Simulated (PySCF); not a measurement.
## NMR problem set

PySCF calculation with NMR shieldings at PBE0/pcSseg-1/GIAO and coordinates at the GFN2-xTB level; a single conformation, equivalent nuclei averaged, relativity neglected, gas phase.

Referencing at the same level of theory: $^{1}$H (σref 31.72), $^{13}$C (σref 186.93) vs TMS. Where no couplings were computed, multiplicities follow the n + 1 count of equivalent neighbours, and m marks all less simple cases (inequivalent or close neighbours, rings, F or P nearby). Shifts are as computed. Against solution values, carbons near 30 ppm lie about +3 ppm off and those near 130 ppm about +5 ppm; carbons on Cl a further +6 ppm. Of 1211 compounds with measured shifts, 218 miss one by over three times the rms of a fit or turn the order of signals round; such compounds aren't used in these exercises. Carbons bonded to Cl come out too deshielded.

Task: C7H10O. $^{1}$H NMR (300 MHz, computed): δ 6.90 (m, 1H), 6.61 (m, 1H), 6.08 (d, 1H), 5.60 (m, 1H), 5.48 (m, 1H), 4.32 (m, 1H), 4.18 (m, 1H), 3.82 (s, 3H). $^{13}$C{$^{1}$H} NMR (computed): δ 168.1 (C), 145.2 (CH), 138.7 (CH), 136.8 (CH), 126.2 (CH2), 91.0 (CH2), 56.0 (CH3). What is it?

Result: SMILES O(C(/C=C/C=C)=C)C. The formula gives 3 degrees of unsaturation (no ring in the answer). 7 carbon signals for 7 carbons: no two carbons are equivalent. Carbon types of the structure: 1 × C, 3 × CH, 2 × CH2, 1 × CH3, which accounts for all hydrogens. δC 168.1: alkene carbon bearing oxygen; an sp2 carbon further deshielded by the attached heteroatom. δC 145.2, 138.7, 136.8: alkene CH; as expected for a trigonal carbon in a double bond. δC 126.2: terminal =CH2 carbon; as expected for a trigonal carbon in a double bond. δC 91.0: β carbon of an enol-ether or enamine type C=C; the O or N lone pair pushes π density onto this β carbon and shields it.

The shifts were computed for this structure.

Task: C8H7ClO2. $^{1}$H NMR (400 MHz, computed): δ 7.65 (m, 1H), 6.72 (m, 1H), 1.95 (m, 1H), 1.28 (m, 2H), 1.14 (m, 2H). $^{13}$C{$^{1}$H} NMR (computed): δ 173.0, 162.2, 148.1, 132.2, 117.4, 14.5, 13.4. What is it?

Result: SMILES O=C(Cl)c1ccc(C2CC2)o1. Rings plus π bonds: 5 (2 rings in the answer). 7 carbon signals for 8 carbons: some carbons are equivalent by symmetry or fast rotation. Carbon types of the structure: 3 × C, 3 × CH, 2 × CH2, which accounts for all hydrogens. δC 173.0, 148.1: substituted aromatic carbon next to the ring oxygen. δC 162.2: carbonyl carbon. δC 132.2, 117.4: aromatic CH. δC 14.5, 13.4: three-membered-ring carbon; carbons of three-membered rings are unusually shielded.

This is the structure that produced the data.

Task: C7H10O. $^{1}$H NMR (500 MHz, computed): δ 6.52 (m, 1H), 6.25 (s, 1H), 4.73 (m, 1H), 4.29 (m, 1H), 2.90 (m, 2H), 2.81 (m, 2H), 2.04 (m, 2H). $^{13}$C{$^{1}$H} NMR (computed): δ 158.2 (CH), 145.5 (CH), 122.4 (C), 94.5 (CH2), 27.3 (CH2), 26.7 (CH2), 16.9 (CH2). Identify the compound.

Result: `C=COC=C1CCC1`. The formula gives 3 degrees of unsaturation (1 ring in the answer). 7 carbon signals for 7 carbons: no two carbons are equivalent. Carbon types of the structure: 1 × C, 2 × CH, 4 × CH2, which accounts for all hydrogens. δC 158.2, 145.5: alkene carbon bearing oxygen; an sp2 carbon further deshielded by the attached heteroatom. δC 122.4, 94.5: β carbon of an enol-ether or enamine type C=C. δC 27.3, 26.7: allylic sp3 CH2; a saturated carbon with 2 carbon neighbours and no heteroatom attached. δH 4.73, 4.29: hydrogen on a β carbon of an enol-ether or enamine type C=C; lone-pair donation from O or N shields it, upfield of ordinary alkene protons.

The data come from this structure; uniqueness wasn't tested.
